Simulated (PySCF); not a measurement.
Ga(Br)(OH)2 (BrGaH2O2), SMILES [OH][Ga]([OH])[Br].

Geometry optimised at B3LYP-D3(BJ)/def2-SVP. One conformer was computed; it need not be the lowest.

All values below come from C-PCM-PBE0/def2-SVP (PySCF).

The values are the electrostatic part of the solvation free energy, E(continuum) − E(gas) at the gas-phase geometry, in a cavity of scaled van der Waals radii (PySCF's table); cavitation and dispersion terms are not included. A continuum can't describe solvent molecules that bind to the metal. In vacuum the orbital gap is 7.34 eV. The dipole moment in vacuum is 1.69 D.

Estimate the values in water (ε = 78.36), n-hexane (ε = 1.88), ethylethanoate (ε = 5.99). (The exact figures need the calculation; the answer reports its results.)


| solvent | ε | ΔG(elec) (kcal/mol) | dipole (D) | gap (eV) |
|---|---|---|---|---|
| water | 78.36 | -9.0 | 2.19 | 7.61 |
| n-hexane | 1.88 | -4.1 | 1.90 | 7.46 |
| ethylethanoate | 5.99 | -7.5 | 2.10 | 7.56 |
